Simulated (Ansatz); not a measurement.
`C[Si](N)(O)O[SiH3]` + `C=C1CC1[SiH3]` → `N[Si](O)([SiH3])O[SiH3]` + `C=C1CC1C`  (formal exchange of groups at the Si–C bond)

Gas-phase electronic energies from Ansatz, PBE0-D4/def2-TZVP geometries. CBS: MP2 limit from def2 TZ/QZ plus the TZ coupled-cluster correction, frozen cores. DFT in def2-TZVPP. B3LYP here is the variant with VWN-RPA as its local correlation; programs differ in this. One conformer a species, not always the lowest.

| level | ΔE (kJ/mol) | difference from CCSD(T)/CBS |
| --- | --- | --- |
| PBE-D4 | 43.8 | -14.7 |
| r2SCAN-D4 | 56.9 | -1.6 |
| PBE0-D4 | 48.8 | -9.7 |
| B3LYP-D4 | 53.9 | -4.6 |
| ωB97X-V | 54.1 | -4.4 |
| ωB97M-V | 63.6 | 5.1 |
| B2PLYP | 58.1 | -0.4 |
| PBE | 43.3 | -15.2 |
| r2SCAN | 56.9 | -1.6 |
| PBE0 | 48.6 | -9.9 |
| B3LYP | 53.0 | -5.5 |
| HF/def2-TZVPP | 60.7 | 2.2 |
| MP2/def2-TZVPP | 66.2 | 7.7 |
| SCS-MP2/def2-TZVPP | 63.2 | 4.7 |
| CCSD/def2-TZVPP | 58.6 | 0.1 |
| CCSD(T)/def2-TZVPP | 58.2 | -0.3 |
| HF/def2-QZVPP | 60.9 | 2.4 |
| MP2/def2-QZVPP | 66.5 | 8.0 |
| SCS-MP2/def2-QZVPP | 63.5 | 5.0 |
| HF/CBS(def2) | 61.0 | 2.5 |
| MP2/CBS(def2) | 66.6 | 8.1 |
| CCSD/CBS(def2) | 59.0 | 0.5 |
| CCSD(T)/CBS | 58.5 | 0 |

Largest T1 diagnostic among the species: 0.012.

From PBE to PBE0 (25 % exact exchange), in def2-TZVPP and without D4, ΔE moves by +5.3 kJ/mol.
